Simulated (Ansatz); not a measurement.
Ligand exchange: GeH3Cl + C3H9MgN → GeH3(NH2) + C3H7ClMg

Species: GeH3Cl (chlorogermane) `[Cl][GeH3]`, singlet; C3H9MgN `C[CH](C)[Mg][NH2]`, singlet; GeH3(NH2), singlet; C3H7ClMg `C[CH](C)[Mg][Cl]`, singlet. The partners trade Cl for NH2: Ge–Cl and Mg–NH2 bonds give way to Ge–NH2 and Mg–Cl.

Shapes, held fixed at every level: PBE0-D4/def2-TZVP. Programs: Ansatz 0.2.0. Electronic energies: no zero-point or thermal term.

Estimate ΔE of this reaction.

The highest level, CCSD(T)/def2-TZVPP, gives ΔE = -77.6 kJ/mol; the levels span -90.3 to -76.3. The column of differences is taken from that level and isn't an error. No measured value is set beside it here. Relativity is left out for Ge. Outer-core shells of Ge, Mg are correlated, in sets that cover them unevenly. Times are processor times on shared x86 and Arm servers, and rough.

```tsv
level	kind	ΔE (kJ/mol)	less CCSD(T)/def2-TZVPP	CPU time (sum over the molecules)
HF/def2-TZVPP	Hartree–Fock	-88.9	-11.3	–
PBE0-D4/def2-TZVPP	global hybrid	-77.7	-0.1	28 s
r2SCAN0-D4/def2-TZVPP	global hybrid	-80.7	-3.1	49 s
wB97M-V/def2-TZVPP	range-separated hybrid	-76.3	+1.3	1.8 min
B2PLYP/def2-TZVPP	double hybrid	-76.5	+1.1	50 s
CCSD/def2-SVP	coupled cluster or CI	-90.3	-12.7	–
CCSD(T)/def2-TZVPP	coupled cluster or CI	-77.6	0.0	32 min
```
